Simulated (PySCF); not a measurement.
# C₆ coefficients of unlike pairs at r2SCANh

Calculated with PySCF 2.14 from the dipole response of each species, C₆(A,B) = (3/π) ∫ α_A(iu) α_B(iu) du, in atomic units, from isotropic polarisabilities. For ions this is the dispersion term alone; charge-induced terms of lower order in 1/R come first.

| species | configuration | basis | relativity | α (bohr³) | C₆ (like pair) |
| --- | --- | --- | --- | --- | --- |
| Sc²⁺ | [Ar] 3d1 (2D) | aug-cc-pVTZ-DK (8s7p5d3f2g) | spin-free X2C | 4.934 | 14.67 |
| Si | [Ne] 3s2 3p2 (3P) | aug-cc-pV(Q+d)Z with one added diffuse shell each of s, p, d, f, g type (8s7p6d4f3g) | none | 39.57 | 336.0 |
| Sn | [Kr] 4d10 5s2 5p2 (3P) | aug-cc-pVTZ-PP with ECP28MDF (6s5p4d2f) | core potential | 57.83 | 649.0 |
| In³⁺ | [Kr] 4d10 (1S) | aug-cc-pwCVTZ-DK3 with one added diffuse shell each of s, p, d, f type (11s10p8d5f1g) | spin-free X2C | 3.367 | 14.90 |

Q: Estimate C₆ for Sn with Si.

A: The integral gives 466.4. The combination rule 2 C_A C_B / (C_A α_B/α_A + C_B α_A/α_B) gives 466.4 and the geometric mean 467.0.

No spin-orbit coupling is included.

The other pairs:

```tsv
pair	C₆
Sn, Sc²⁺	83.95
In³⁺, Sn	70.47
Si, Sc²⁺	60.42
In³⁺, Sc²⁺	14.28
In³⁺, Si	50.53
```
